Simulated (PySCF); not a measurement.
## In³⁺: script and output

Input:

```python
from pyscf import gto, scf, mp

mol = gto.M(
    atom='In 0 0 0',
    basis='def2-svp',
    ecp={'In': 'def2-svp'},
    charge=3,
    spin=0,
    symmetry=True,
    cart=True,
    verbose=4,
)
mf = scf.RHF(mol)
mf.kernel()
mp.MP2(mf, frozen=4).kernel()
mf.dip_moment()
print('orbital energies (hartree):', mf.mo_energy[..., max(0, mol.nelec[1]-3):mol.nelec[0]+3].round(4))
```

```bash
$ python input.py
```

Output (some set-up lines and the per-cycle HOMO/LUMO lines with their warnings removed):

```
WARN: This version does not support symmetry SO3 for cartesian GTO basis. Its subgroup D2h is used

PySCF version 2.14.0

[INPUT] verbose = 4
[INPUT] num. atoms = 1
[INPUT] num. electrons = 18
[INPUT] charge = 3
[INPUT] spin (= nelec alpha-beta = 2S) = 0
[INPUT] symmetry True subgroup None
[INPUT] Mole.unit = angstrom
[INPUT] Cartesian GTO integrals (6d 10f)
[INPUT] Symbol           X                Y                Z      unit          X                Y                Z       unit  Magmom
[INPUT]  1 In     0.000000000000   0.000000000000   0.000000000000 AA    0.000000000000   0.000000000000   0.000000000000 Bohr   0.0

nuclear repulsion = 0
point group symmetry = SO3, use subgroup D2h
symmetry origin: [0. 0. 0.]
symmetry axis x: [1. 0. 0.]
symmetry axis y: [0. 1. 0.]
symmetry axis z: [0. 0. 1.]
num. orbitals of irrep Ag = 10
num. orbitals of irrep B1g = 2
num. orbitals of irrep B2g = 2
num. orbitals of irrep B3g = 2
num. orbitals of irrep B1u = 4
num. orbitals of irrep B2u = 4
num. orbitals of irrep B3u = 4
number of shells = 10
number of NR pGTOs = 67
number of NR cGTOs = 28
basis = def2-svp
ecp = {'In': 'def2-svp'}

******** <class 'pyscf.scf.hf_symm.SymAdaptedRHF'> ********
method = SymAdaptedRHF
initial guess = minao
damping factor = 0
level_shift factor = 0
DIIS = <class 'pyscf.scf.diis.CDIIS'>
diis_start_cycle = 1
diis_space = 8
diis_damp = 0
SCF conv_tol = 1e-09
SCF conv_tol_grad = None
SCF max_cycles = 50
direct_scf = True
direct_scf_tol = 1e-13
Freeze 0 electrons in irreps []
    18 free electrons in irreps Ag B1g B2g B3g B1u B2u B3u
Set gradient conv threshold to 3.16228e-05
Initial guess from minao.
init E= -167.69083729058
cycle= 1 E= -187.330844068919  delta_E= -19.6  |g|= 0.914  |ddm|= 12.3
cycle= 2 E= -187.412149183641  delta_E= -0.0813  |g|= 0.134  |ddm|= 0.97
cycle= 3 E= -187.41285204217  delta_E= -0.000703  |g|= 0.00428  |ddm|=  0.1
cycle= 4 E= -187.412855890315  delta_E= -3.85e-06  |g|= 0.000807  |ddm|= 0.00391
cycle= 5 E= -187.412855924313  delta_E= -3.4e-08  |g|= 1.96e-05  |ddm|= 0.000882
cycle= 6 E= -187.412855924377  delta_E= -6.34e-11  |g|= 4.24e-07  |ddm|= 1.85e-05
Extra cycle  E= -187.412855924377  delta_E= -1.71e-13  |g|= 6.15e-08  |ddm|= 2.79e-07
converged SCF energy = -187.412855924377

******** <class 'pyscf.mp.mp2.RMP2'> ********
nocc = 5, nmo = 24
frozen orbitals 4
E(RMP2) = -187.423000603876  E_corr = -0.0101446794985633
E(SCS-RMP2) = -187.422626643359  E_corr = -0.00977071898204628
E_corr(same-spin) = -0.00277257278795739
E_corr(oppo-spin) = -0.00737210671060596

WARN: System has nonzero charge 3; the dipole moment is origin-dependent.
Location of origin: [0. 0. 0.]

Dipole moment(X, Y, Z, Debye):  0.00000,  0.00000,  0.00000
orbital energies (hartree): [-2.0811 -2.0811 -2.0811 -0.9734 -0.7166 -0.7166]
```

In short: E(SCF) = -187.412856 Eh, 6 cycles, E(MP2) − E(SCF) = -0.01014 Eh.

Wall time 0.64 s on one thread of a shared host.
